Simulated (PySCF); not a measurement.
Isomers of C8H7OP, from PySCF, PBE0-D3(BJ)/def2-SVP geometry optimisation, gas phase. One conformer each, no zero-point energy, no frequencies.

Question: Which isomer lies lower at this level?
A. `O=[P@@H]1C=Cc2ccccc21`: A = 2386, B = 992.8, C = 723.3 MHz, dipole 4.53 D
B. `Cc1oc2ccccc2p1`: A = 2764, B = 919.5, C = 692.9 MHz, dipole 1.10 D

Answer: B. That is `c12pc(C)oc2cccc1`, 7.2 kcal/mol below the other.

| SMILES | mapped SMILES | E (Eh) | relative (kcal/mol) | relative (kJ/mol) | dipole (D) |
| --- | --- | --- | --- | --- | --- |
| Cc1oc2ccccc2p1 | [CH3:1][c:2]1[o:3][c:4]2[cH:5][cH:6][cH:7][cH:8][c:9]2[p:10]1 | -724.70425 | 0.0 | 0.0 | 1.10 |
| O=[P@@H]1C=Cc2ccccc21 | [O:1]=[P@@H:2]1[CH:3]=[CH:4][c:5]2[cH:6][cH:7][cH:8][cH:9][c:10]21 | -724.69273 | 7.2 | 30.2 | 4.53 |

As drawn, the higher has a P=O bond and a C=C bond outside aromatic rings, which the lower lacks.
